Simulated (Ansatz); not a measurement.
Ansatz (a quantum-chemistry and plane-wave program) input (B3LYP-D3(BJ)/def2-TZVP):

Ansatz 0.2 input:
```yaml
crystal:
  periodic: [false, false, false]
  atoms:
    - {symbol: C, position_ang: [2.57734350, 0.33293675, 0.48740596]}
    - {symbol: C, position_ang: [1.29571615, 0.67982679, -0.26911874]}
    - {symbol: C, position_ang: [0.38228157, -0.52556282, -0.49811908]}
    - {symbol: C, position_ang: [-0.79700144, -0.10537264, -1.38777143]}
    - {symbol: C, position_ang: [-2.00739317, -0.05137734, -0.83108808]}
    - {symbol: C, position_ang: [-2.54047457, -0.33776898, 0.58596779]}
    - {symbol: H, position_ang: [3.20052568, 1.21650006, 0.64594761]}
    - {symbol: H, position_ang: [2.33940825, -0.09526627, 1.46159788]}
    - {symbol: H, position_ang: [3.16048992, -0.40104690, -0.06936760]}
    - {symbol: H, position_ang: [0.74054975, 1.43844071, 0.29120752]}
    - {symbol: H, position_ang: [1.55216248, 1.11468451, -1.23954882]}
    - {symbol: H, position_ang: [0.14072681, -0.95860670, 0.49805911]}
    - {symbol: H, position_ang: [0.96131674, -1.29898407, -1.03207444]}
    - {symbol: H, position_ang: [-2.84469012, 0.25572237, -1.48079796]}
    - {symbol: H, position_ang: [-1.73974897, -0.61885013, 1.27150833]}
    - {symbol: H, position_ang: [-3.04145480, 0.54598627, 1.00728198]}
    - {symbol: H, position_ang: [-3.27718231, -1.15505195, 0.58162503]}
basis:
  gaussian:
    orbitals: def2-TZVP
hamiltonian:
  xc: b3lyp
  dispersion: d3bj
total_charge: -1
relax: {f_tol: 0.002, max_steps: 150}
```

End of the output:

```
Atom 3 at    -0.960215     0.749232    -0.923507 Å, force    -0.000212     0.001383     0.000925 eV/Å
Atom 4 at    -2.188372     0.272257    -0.654689 Å, force    -0.000811    -0.001165    -0.000352 eV/Å
Atom 5 at    -2.558868    -0.802667     0.366561 Å, force     0.000857     0.001848    -0.001537 eV/Å
Atom 6 at     3.663858     0.532246     0.110402 Å, force     0.000122     0.000034    -0.000113 eV/Å
Atom 7 at     2.535639     0.254091     1.444404 Å, force     0.000023     0.000145     0.000169 eV/Å
Atom 8 at     2.753670    -0.981488     0.209941 Å, force    -0.000098    -0.000044     0.000023 eV/Å
Atom 9 at     1.516987     1.795581    -0.291073 Å, force    -0.000155     0.000149     0.000034 eV/Å
Atom 10 at     1.731643     0.570870    -1.513008 Å, force     0.000145    -0.000174     0.000025 eV/Å
Atom 11 at     0.002258     0.276770     0.975785 Å, force    -0.000023     0.000223    -0.000434 eV/Å
Atom 12 at     0.218961    -0.958585    -0.255892 Å, force     0.000281    -0.000353     0.000144 eV/Å
Atom 13 at    -3.055992     0.663070    -1.199726 Å, force     0.000666    -0.000442     0.000218 eV/Å
Atom 14 at    -2.274025    -0.523323     1.391603 Å, force     0.000504     0.000257     0.001395 eV/Å
Atom 15 at    -3.637652    -1.003536     0.376117 Å, force    -0.001564    -0.000310     0.000126 eV/Å
Atom 16 at    -2.054407    -1.759971     0.169383 Å, force     0.000328    -0.000858    -0.000361 eV/Å
Dipole moment:     0.731606    -0.490609     0.623937 e Å
```

It need not be the lowest isomer of its formula. Whether it binds its extra electron was not tested at this geometry.
